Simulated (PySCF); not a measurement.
**Working out the excitation energy of N**

N [He] 2s2 2p3 (4S) → N [He] 2s1 2p4 (4P). Calculation: PySCF 2.14, in aug-cc-pVTZ-DK (5s4p3d2f, 46 functions); the spin-free X2C one-electron Hamiltonian (Gaussian nucleus). Frozen: 1s2. Energies in hartree (1 hartree = 27.21139 eV):

```json
{"part": "UHF", "N (lower)": "-54.430360", "N (upper)": "-54.029229"}
{"part": "MP2 opposite-spin", "N (lower)": "-0.067733", "N (upper)": "-0.063171"}
{"part": "MP2 same-spin", "N (lower)": "-0.029795", "N (upper)": "-0.029166"}
```

Problem. What does Hartree-Fock give?

Solution. (-54.029229) − (-54.430360) = 0.401131 hartree = 10.915 eV.

Problem. What do MP2 and SCS-MP2 (6/5 opposite-spin, 1/3 same-spin) give?

Solution. The opposite-spin parts differ by 0.124 eV and the same-spin parts by 0.017 eV. MP2: 10.915 + (0.124) + (0.017) = 11.056 eV. SCS-MP2: 10.915 + 1.2 × (0.124) + (0.017)/3 = 11.069 eV.

Measured between the centres of the two terms (NIST): 10.927 eV, so MP2 (valence) is off by 0.129 eV.

What remains against the reference includes basis incompleteness, the frozen core and correlation beyond second order.
